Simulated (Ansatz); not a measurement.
BH7O2Si2, SMILES `[SiH3]OBO[SiH3]`, relaxed with RKS PBE0-D4/def2-TZVP in the Gaussian-basis code of Ansatz from a PBE-D4/def2-SVP geometry. The force threshold is 0.005 eV/Å; the program also tests the step.

Total charge 0; spin multiplicity 1.

Start:

```xyz
12

Si   -0.982   -1.806   -1.146
O    -0.318   -0.503   -0.294
B    -0.887    0.471    0.488
O    -0.091    1.428    1.044
Si    1.598    1.567    0.873
H    -2.469   -1.873   -0.933
H    -0.678   -1.615   -2.603
H    -0.331   -3.064   -0.653
H    -2.089    0.505    0.700
H     1.976    1.715   -0.573
H     1.984    2.803    1.628
H     2.288    0.372    1.467
```

| step | energy (eV) | largest force (eV/Å) | largest move (Å) |
| --- | --- | --- | --- |
| 1 | -20634.5113 | 0.620 | 0.000 |
| 2 | -20634.5711 | 0.455 | 0.036 |
| 3 | -20634.5878 | 0.074 | 0.022 |
| 4 | -20634.5890 | 0.161 | 0.035 |
| 5 | -20634.5896 | 0.101 | 0.013 |
| 6 | -20634.5899 | 0.006 | 0.011 |
| 7 | -20634.5900 | 0.008 | 0.006 |
| 8 | -20634.5900 | 0.011 | 0.011 |
| 9 | -20634.5900 | 0.005 | 0.003 |

End:

```xyz
12

Si   -0.986   -1.798   -1.133
O    -0.332   -0.520   -0.317
B    -0.867    0.458    0.464
O    -0.058    1.396    1.008
Si    1.586    1.569    0.875
H    -2.454   -1.852   -0.915
H    -0.692   -1.629   -2.576
H    -0.351   -3.041   -0.633
H    -2.046    0.504    0.680
H     1.977    1.758   -0.544
H     1.944    2.774    1.660
H     2.280    0.381    1.431
```

It took 31 s on 4 threads of an Arm Neoverse V2 on a shared host, with 0.57 GiB of host memory at the peak.
